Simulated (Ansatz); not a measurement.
Basis-set extrapolation for CH5ClN2Si (`N=C(N)[SiH2]Cl`) (PBE0-D4/def2-TZVP geometry, frozen core, Ansatz). Multiplicity 1, RHF reference.

```json
{"": "HF", "def2-TZVPP": "-898.239905", "def2-QZVPP": "-898.268692"}
{"": "MP2 correlation", "def2-TZVPP": "-0.882056", "def2-QZVPP": "-0.951435"}
{"": "CCSD(T) correlation", "def2-TZVPP": "-0.965787", "def2-QZVPP": "not run"}
```

Energies in hartree. Use E(X) = E(∞) + A·exp(−7.88·√X) for Hartree–Fock and E(X) = E(∞) + B·X^(−2.97) for correlation, with X = 3 and 4, and add CCSD(T) minus MP2 of the smaller set to the MP2 limit.

Question: What is the CCSD(T) energy at the basis-set limit?

Answer: HF limit: -898.268692 + (-0.028787) × 0.13774 = -898.27266. MP2 limit: -0.951435 + (-0.069379) × 0.74074 = -1.00283. Higher-order term: -0.965787 − (-0.882056) = -0.08373. Total: -899.35922 hartree, 403.1 kJ/mol below CCSD(T)/def2-TZVPP.
